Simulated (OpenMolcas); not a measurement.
# As IV: effect of correlating more closed shells

```
Program             : OpenMolcas
Basis               : ANO-R3 [7s6p5d3f2g]
Scalar Hamiltonian  : X2C, finite nucleus
Active space        : 2 electrons in 4 orbitals (4s 4p)
State averaging     : 2S+1 = 3 even, 3 roots; 2S+1 = 1 even, 7 roots; 2S+1 = 3 odd, 3 roots; 2S+1 = 1 odd, 3 roots
Spin-orbit coupling : state interaction with AMFI integrals over the reference wave functions, term energies averaged over their components
```

Methods on the same reference wave functions:
A. CASSCF
B. MS-CASPT2, IPEA 0.25 Eh, imaginary shift 0.1 Eh (closed shells correlated: none)
C. MS-CASPT2, IPEA 0.25 Eh, imaginary shift 0.1 Eh (closed shells correlated: 3d)

Energies in cm⁻¹ above 4s² ¹S₀, the measured ground level; measured values from Moore, Atomic Energy Levels, vol. II, NSRDS-NBS 35 (1971 reprint of NBS Circular 467, 1952).

```tsv
Level	A	B	C	Measured
4s² ¹S₀	0.0	0.0	0.0	0.0
4s 4p ³P°₀	72514	72824	75409	
4s 4p ³P°₁	73522	73825	76405	76962
4s 4p ³P°₂	75658	75968	78553	79492
4s 4p ¹P°₁	120124	113454	112064	112022
4p² ³P₀	177492	177518	179936	
4p² ³P₁	178707	178790	181223	181468
4p² ³P₂ [69 %]	180567	179873	182317	184394
4p² ¹D₂ [69 %]	192355	183003	185463	
4p² ¹S₀	218475	209570	210576	211683
```

Deviations, from unrounded energies. A percentage is the sum of absolute deviations over the sum of measured energies, with the sign that they share, or ± where signs differ.

```tsv
Against measurement	Levels	A	B	C
mean absolute deviation (cm-1)	6	4800	2900	830
other configurations (%)	6	±3.4	±2.1	±0.6
```

C lies closest to measurement on these levels and A furthest from it. The largest miss of C in the table is 4p² ³P₂ [69 %], by -2100 cm-1. The ranking rests on the paired levels alone, and a cruder setting can come out closer through cancelling errors.

Between B and C the level of the table that moves most is 4s 4p ³P°₀, by 2600 cm-1 (lowest in B, highest in C).

The lowest spin-free term lies below A's lowest term by 0.007 hartree in B, 0.479 hartree in C.

What an inner shell adds also hangs on whether the basis holds functions to correlate it.

Over all roots computed the reference weight is 0.94 to 1.00 in B, 0.91 to 0.97 in C; the roots of lowest weight are the least certain, and an intruder state may touch them. The ¹D term of p² mixes with s d, which this space lacks. Measured partners are found by configuration, term and J. A level has none where our copy of the source lacks it or the pairing is in doubt (some pairs that miss far off the trend of their configuration count as doubtful), and it then counts in no deviation. Only configurations of the active space appear.

A share in square brackets marks a mixed level and gives the weight of the term that names it, the lowest over the columns. ° marks odd parity.
